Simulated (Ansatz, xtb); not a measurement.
## Two isomers of C4H6BCl

Structure X is `B/C=C(\Cl)C=C`, a singlet and structure Y is `B/C(Cl)=C/C=C`, a singlet. Both are isolated molecules in the gas phase, relaxed with B3LYP/def2-SVP; the shapes shown needn't be the lowest conformers.

X (Å):

```xyz
12

C    -2.8802    0.8755    0.7981
C    -1.5387    1.0364    0.9858
C    -0.5899    1.1459   -0.1225
C     0.7400    1.3029   -0.0293
B    -3.9814    0.7472    1.8617
Cl   -0.8487    1.1238    2.5923
H    -3.7301    0.7855    3.0384
H    -5.1274    0.6046    1.5092
H    -3.1589    0.8383   -0.2629
H    -1.0583    1.0885   -1.1105
H     1.3565    1.3736   -0.9285
H     1.2419    1.3639    0.9388
```

Y (Å):

```xyz
12

C    -2.6579    1.4703    1.3751
C    -1.5528    0.8747    0.8373
C    -0.8417    1.2436   -0.3681
C     0.2451    0.5809   -0.8084
B    -3.3096    0.9657    2.6711
Cl   -3.3709    2.8702    0.5612
H    -4.2825    1.4937    3.1418
H    -2.8117    0.0095    3.2145
H    -1.1662    0.0141    1.3947
H    -1.2255    2.1022   -0.9267
H     0.6478   -0.2811   -0.2667
H     0.7642    0.8801   -1.7224
```

Estimate E(Y) − E(X) at the level CCSD(T)/def2-SVP + ΔMP2/def2-TZVPP.

Too close to call at this level: CCSD(T)/def2-SVP + ΔMP2/def2-TZVPP gives E(Y) − E(X) = −0.076 eV.

How the difference moves with the method:

| level | geometry | E(Y) − E(X) (eV) | departure from the last row (eV) | job, with rough time for the two |
| --- | --- | --- | --- | --- |
| GFN2-xTB | GFN2-xTB | −0.024 | +0.052 | optimisation, 0.47 s |
| HF/STO-3G | GFN2-xTB | −0.162 | −0.086 | single point, 1.2 s |
| r2SCAN-D4/def2-SVP | GFN2-xTB | −0.051 | +0.025 | single point, 9.6 s |
| B3LYP/def2-SVP | B3LYP/def2-SVP | −0.083 | −0.007 | optimisation, 80 s |
| HF/def2-SVP | B3LYP/def2-SVP | −0.121 | −0.045 | part of the CCSD(T) run |
| MP2/def2-SVP | B3LYP/def2-SVP | −0.034 | +0.042 | part of the CCSD(T) run |
| CCSD(T)/def2-SVP | B3LYP/def2-SVP | −0.058 | +0.018 | single point |
| CCSD(T)/def2-SVP + ΔMP2/def2-TZVPP | B3LYP/def2-SVP | −0.076 |  | single point, 1.8 min |

As drawn, both hold the same kinds of bond in the same numbers.

The largest departure from CCSD(T)/def2-SVP + ΔMP2/def2-TZVPP is that of HF/STO-3G, 0.086 eV. The last row adds to CCSD(T) the change of the MP2 difference between the two basis sets, here −0.018 eV.

With thermal terms from frequencies at re-optimised GFN2-xTB minima (ideal gas, soft modes damped towards free rotors, one conformer each, 298.15 K, 1 atm): the zero-point term adds +0.007 eV; ΔH is −0.074 and ΔG −0.056 eV.

The correlated steps freeze 10 core orbitals. Programs: Ansatz 0.2.0, xtb 6.7.1; the last row on 2 threads of AMD EPYC (Zen 3) on a shared host.
